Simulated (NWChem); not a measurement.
Everything below was run with NWChem. System: C2H7ClOSi, charge 0, spin multiplicity 1, at a geometry optimised with PBE/def2-SVP. The structure started from a generated list of species. Level: LDA (SVWN5)/def2-SVP.

The NWChem input:

```
start mol
memory heap 200 mb stack 800 mb global 1000 mb
geometry units angstroms nocenter noautoz noautosym
  O     -2.375142     0.436223     1.066666
  C     -2.241097    -0.286836    -0.155548
  C     -0.896445    -0.007798    -0.833910
  Si     0.485345     0.032489     0.469115
  Cl     2.322955    -0.147920    -0.526954
  H     -2.403486     1.385721     0.843166
  H     -2.302816    -1.358218     0.129166
  H     -3.095873    -0.090550    -0.846979
  H     -0.656230    -0.774293    -1.601424
  H     -0.901764     0.970464    -1.364627
  H      0.363382    -1.125359     1.415217
  H      0.538113     1.330052     1.219510
end
basis spherical
  * library def2-svp
end
dft
  xc slater vwn_5
  semidirect memsize 60000000 filesize 0
  iterations 100
end
task dft energy
```

Part of the output:

```
             Northwest Computational Chemistry Package (NWChem) 7.3.0
             --------------------------------------------------------

                                NWChem Input Module
                                -------------------

 Scaling coordinates for geometry "geometry" by  1.889725989
 (inverse scale =  0.529177249)

                             Geometry "geometry" -> ""
                             -------------------------

 Output coordinates in angstroms (scale by  1.889725989 to convert to a.u.)

  No.       Tag          Charge          X              Y              Z
 ---- ---------------- ---------- -------------- -------------- --------------
    1 O                    8.0000    -2.37514200     0.43622300     1.06666600
    2 C                    6.0000    -2.24109700    -0.28683600    -0.15554800
    3 C                    6.0000    -0.89644500    -0.00779800    -0.83391000
    4 Si                  14.0000     0.48534500     0.03248900     0.46911500
    5 Cl                  17.0000     2.32295500    -0.14792000    -0.52695400
    6 H                    1.0000    -2.40348600     1.38572100     0.84316600
    7 H                    1.0000    -2.30281600    -1.35821800     0.12916600
    8 H                    1.0000    -3.09587300    -0.09055000    -0.84697900
    9 H                    1.0000    -0.65623000    -0.77429300    -1.60142400
   10 H                    1.0000    -0.90176400     0.97046400    -1.36462700
   11 H                    1.0000     0.36338200    -1.12535900     1.41521700
   12 H                    1.0000     0.53811300     1.33005200     1.21951000

 Effective nuclear repulsion energy (a.u.)     283.9246332098

            Nuclear Dipole moment (a.u.)
            ----------------------------
        X                 Y               Z
 ---------------- ---------------- ----------------
     0.0000056692     0.0000056692     0.0000018897


 Summary of "ao basis" -> "" (spherical)
 ------------------------------------------------------------------------------
       Tag                 Description            Shells   Functions and Types
 ---------------- ------------------------------  ------  ---------------------
 *                          def2-svp                  on all atoms

                                 NWChem DFT Module
                                 -----------------

 Summary of "ao basis" -> "ao basis" (spherical)
 ------------------------------------------------------------------------------
       Tag                 Description            Shells   Functions and Types
 ---------------- ------------------------------  ------  ---------------------
 O                          def2-svp                 6       14   3s2p1d
 C                          def2-svp                 6       14   3s2p1d
 Si                         def2-svp                 8       18   4s3p1d
 Cl                         def2-svp                 8       18   4s3p1d
 H                          def2-svp                 3        5   2s1p

 Summary of "ao basis" -> "ao basis" (spherical)
 ------------------------------------------------------------------------------
       Tag                 Description            Shells   Functions and Types
 ---------------- ------------------------------  ------  ---------------------
 O                          def2-svp                 6       14   3s2p1d
 C                          def2-svp                 6       14   3s2p1d
 Si                         def2-svp                 8       18   4s3p1d
 Cl                         def2-svp                 8       18   4s3p1d
 H                          def2-svp                 3        5   2s1p

            General Information
            -------------------
          SCF calculation type: DFT
          Wavefunction type:  closed shell.
          No. of atoms     :    12
          No. of electrons :    58
           Alpha electrons :    29
            Beta electrons :    29
          Charge           :     0
          Spin multiplicity:     1
          Use of symmetry is: off; symmetry adaption is: off
          Maximum number of iterations: 100
          AO basis - number of functions:   113
                     number of shells:    55
          Convergence on energy requested:  1.00D-06
          Convergence on density requested:  1.00D-05
          Convergence on gradient requested:  5.00D-04

              XC Information
              --------------
                        Slater Exchange Functional  1.000 local
                      VWN V Correlation Functional  1.000 local

             Grid Information
             ----------------
          Grid used for XC integration:  medium
          Radial quadrature: Mura-Knowles
          Angular quadrature: Lebedev.
          Tag              B.-S. Rad. Rad. Pts. Rad. Cut. Ang. Pts.
          ---              ---------- --------- --------- ---------
          O                   0.60       49          12.0       434
          C                   0.70       49          11.0       434
          Si                  1.10       88          10.0       590
          Cl                  1.00       88          13.0       590
          H                   0.35       45          12.0       434
          Grid pruning is: on
          Number of quadrature shells:   638
          Spatial weights used:  Erf1

          Convergence Information
          -----------------------
          Convergence aids based upon iterative change in
          total energy or number of iterations.
          Levelshifting, if invoked, occurs when the
          HOMO/LUMO gap drops below (HL_TOL):  1.00D-02
          DIIS, if invoked, will attempt to extrapolate
          using up to (NFOCK): 10 stored Fock matrices.

                    Damping( 0%)  Levelshifting(0.5)       DIIS
                  --------------- ------------------- ---------------
          dE  on:    start            ASAP                start
          dE off:    2 iters        100 iters           100 iters

      Screening Tolerance Information
      -------------------------------
          Density screening/tol_rho:  1.00D-10
          AO Gaussian exp screening on grid/accAOfunc:  14
          CD Gaussian exp screening on grid/accCDfunc:  20
          XC Gaussian exp screening on grid/accXCfunc:  20
          Schwarz screening/accCoul:  1.00D-08

      Superposition of Atomic Density Guess
      -------------------------------------

 Sum of atomic energies:        -901.49779152

      Non-variational initial energy
      ------------------------------

 Total energy =    -903.679162
 1-e energy   =   -1807.940324
 2-e energy   =     620.336529
 HOMO         =      -0.334222
 LUMO         =       0.064423

------------------------------------------------------------
EAF file 0: "./mol.aoints.0" size=524288 bytes
------------------------------------------------------------
               write      read    awrite     aread      wait
               -----      ----    ------     -----      ----
     calls:        1         0         0         0         0
   data(b): 5.24e+05  0.00e+00  0.00e+00  0.00e+00
   time(s): 0.00e+00  0.00e+00  0.00e+00  0.00e+00  0.00e+00
rate(mb/s): 0.00e+00  0.00e+00
------------------------------------------------------------

   convergence    iter        energy       DeltaE   RMS-Dens  Diis-err    time
 ---------------- ----- ----------------- --------- --------- ---------  ------
 d= 0,ls=0.0,diis     1   -900.9970071015 -1.18D+03  1.80D-02  1.13D+00     3.1
 d= 0,ls=0.0,diis     2   -900.9302821972  6.67D-02  1.15D-02  1.42D+00     3.6
 d= 0,ls=0.0,diis     3   -901.0634285972 -1.33D-01  3.35D-03  2.66D-01     4.1
 d= 0,ls=0.0,diis     4   -901.0867485449 -2.33D-02  1.21D-03  1.96D-02     4.6
 d= 0,ls=0.0,diis     5   -901.0891848487 -2.44D-03  3.17D-04  9.55D-04     5.1
  Resetting Diis
 d= 0,ls=0.0,diis     6   -901.0893008879 -1.16D-04  8.29D-05  4.47D-05     5.6
 d= 0,ls=0.0,diis     7   -901.0893072879 -6.40D-06  3.15D-05  2.56D-06     6.1
 d= 0,ls=0.0,diis     8   -901.0893070264  2.62D-07  1.84D-05  4.49D-06     6.6
 d= 0,ls=0.0,diis     9   -901.0893076359 -6.10D-07  2.73D-06  1.45D-07     7.1

         Total DFT energy =     -901.089307635931
      One electron energy =    -1811.836396739934
           Coulomb energy =      693.990439713638
    Exchange-Corr. energy =      -67.167983819471
 Nuclear repulsion energy =      283.924633209835

 Numeric. integr. density =       58.000021003099

     Total iterative time =      6.6s

                       DFT Final Molecular Orbital Analysis
                       ------------------------------------

 Vector   27  Occ=2.000000D+00  E=-2.635737D-01
              MO Center=  7.7D-01,  8.8D-02, -7.5D-02, r^2= 5.3D+00
   Bfn.  Coefficient  Atom+Function         Bfn.  Coefficient  Atom+Function
  ----- ------------  ---------------      ----- ------------  ---------------
    72      0.345864   5 Cl py               73      0.276010   5 Cl pz
     4     -0.259639   1 O  px               69      0.256175   5 Cl py
    31      0.247978   3 C  s                71      0.211989   5 Cl px
    70      0.205373   5 Cl pz                7     -0.189795   1 O  px
    34      0.188951   3 C  pz              109     -0.162949  12 H  s

 Vector   28  Occ=2.000000D+00  E=-2.603505D-01
              MO Center=  1.3D+00, -2.0D-01, -5.9D-02, r^2= 3.9D+00
   Bfn.  Coefficient  Atom+Function         Bfn.  Coefficient  Atom+Function
  ----- ------------  ---------------      ----- ------------  ---------------
    72      0.436762   5 Cl py               69      0.320359   5 Cl py
    73     -0.268515   5 Cl pz              104      0.222892  11 H  s
    31     -0.204581   3 C  s                70     -0.197266   5 Cl pz
   105      0.193358  11 H  s                66      0.187634   5 Cl py
    34     -0.136041   3 C  pz               71     -0.124088   5 Cl px

 Vector   29  Occ=2.000000D+00  E=-2.400443D-01
              MO Center= -1.6D+00,  2.5D-01,  4.4D-01, r^2= 4.0D+00
   Bfn.  Coefficient  Atom+Function         Bfn.  Coefficient  Atom+Function
  ----- ------------  ---------------      ----- ------------  ---------------
     4      0.510645   1 O  px                7      0.384370   1 O  px
    32      0.219774   3 C  px               89      0.201260   8 H  s
    73      0.192462   5 Cl pz               18     -0.189171   2 C  px
    90      0.142634   8 H  s                46      0.137126   4 Si s
    70      0.133314   5 Cl pz               35      0.123552   3 C  px

 Vector   30  Occ=0.000000D+00  E=-1.810535D-02
              MO Center= -3.3D-01,  3.4D-01,  3.1D-01, r^2= 5.8D+00
   Bfn.  Coefficient  Atom+Function         Bfn.  Coefficient  Atom+Function
  ----- ------------  ---------------      ----- ------------  ---------------
    53      0.742777   4 Si px               17      0.552605   2 C  s
    80     -0.502105   6 H  s                 3      0.419705   1 O  s
    64     -0.380778   5 Cl s                71      0.377001   5 Cl px
    90     -0.364158   8 H  s                31      0.350565   3 C  s
    45      0.294907   4 Si s                95     -0.272300   9 H  s

 Vector   31  Occ=0.000000D+00  E= 8.795172D-03
              MO Center= -1.7D-01,  2.6D-01, -5.0D-03, r^2= 5.6D+00
   Bfn.  Coefficient  Atom+Function         Bfn.  Coefficient  Atom+Function
  ----- ------------  ---------------      ----- ------------  ---------------
    31      1.239401   3 C  s                55      1.087570   4 Si pz
   100     -0.742697  10 H  s               110     -0.600390  12 H  s
    17      0.457618   2 C  s                80     -0.410259   6 H  s
    71     -0.364294   5 Cl px               64      0.361383   5 Cl s
    85     -0.335308   7 H  s                35      0.323297   3 C  px

 Vector   32  Occ=0.000000D+00  E= 3.020988D-02
              MO Center= -2.9D-01,  3.2D-01,  5.2D-01, r^2= 6.0D+00
   Bfn.  Coefficient  Atom+Function         Bfn.  Coefficient  Atom+Function
  ----- ------------  ---------------      ----- ------------  ---------------
    31      0.869939   3 C  s                53      0.772127   4 Si px
    55      0.747179   4 Si pz              105     -0.747944  11 H  s
    54     -0.677057   4 Si py               80      0.602396   6 H  s
     3     -0.470600   1 O  s                90      0.364201   8 H  s
    23      0.325107   2 C  pz               73     -0.259949   5 Cl pz

 center of mass
 --------------
 x =   0.18286393 y =  -0.00827132 z =  -0.00553936

 moments of inertia (a.u.)
 ------------------
         233.456718694636          72.438819852196         214.240662604264
          72.438819852196        1532.133900629806         -43.671494538178
         214.240662604264         -43.671494538178        1393.235958310487

     Multipole analysis of the density
     ---------------------------------

     L   x y z        total         alpha         beta         nuclear
     -   - - -        -----         -----         ----         -------
     0   0 0 0     -0.000000    -29.000000    -29.000000     58.000000

     1   1 0 0     -0.831471     -0.415739     -0.415739      0.000006
     1   0 1 0      0.354858      0.177426      0.177426      0.000006
     1   0 0 1     -0.438241     -0.219122     -0.219122      0.000002

     2   2 0 0    -36.112039   -370.606866   -370.606866    705.101694
     2   1 1 0     -1.553459     17.066450     17.066450    -35.686360
     2   1 0 1      3.003447     50.715993     50.715993    -98.428538
     2   0 2 0    -31.568209    -34.984040    -34.984040     38.399871
     2   0 1 1      0.476074    -11.514893    -11.514893     23.505859
     2   0 0 2    -35.458422    -72.336402    -72.336402    109.214382

 Task  times  cpu:        7.1s     wall:        7.1s

 Total times  cpu:        7.1s     wall:        7.1s
```
